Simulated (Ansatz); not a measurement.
`CO[SiH](F)[GeH3]` + `OC(F)F` → `O[C](F)(F)[GeH3]` + `CO[SiH2]F`  (formal exchange of groups at a Ge–Si bond)

Isolated molecules relaxed with PBE0-D4/def2-TZVP in Ansatz; ΔE leaves out vibrations. CCSD(T)/CBS adds triple-zeta CCSD(T) − MP2 to the extrapolated MP2 energy (def2 sets, frozen cores). Functionals use def2-TZVPP. For Ge outer-core shells are correlated without core-valence functions, which leaves a few kJ/mol of doubt a bond. Scalar relativity is left out up to krypton. One conformer a species, not always the lowest.

```csv
level,ΔE (kJ/mol)
PBE-D4,64.3
MP2/def2-TZVPP,57.9
```

(1) What does CCSD(T)/CBS give? (Best estimate.)

Largest T1 diagnostic among the species: 0.012.

Results:

(1) Computed: +58.9 kJ/mol. The listed levels differ from it by 5.4, -1.0 kJ/mol.

In def2-TZVPP, CCSD(T) changes the Hartree–Fock value by −3.1 kJ/mol (the triples alone add −1.2 kJ/mol) and MP2 by −4.6 kJ/mol. From PBE to PBE0 (25 % exact exchange), in def2-TZVPP and without D4, ΔE moves by +3.3 kJ/mol.

CCSD(T)/CBS has its own doubt, a few kJ/mol and more with outer-core shells, so smaller differences from it don't rank the levels.
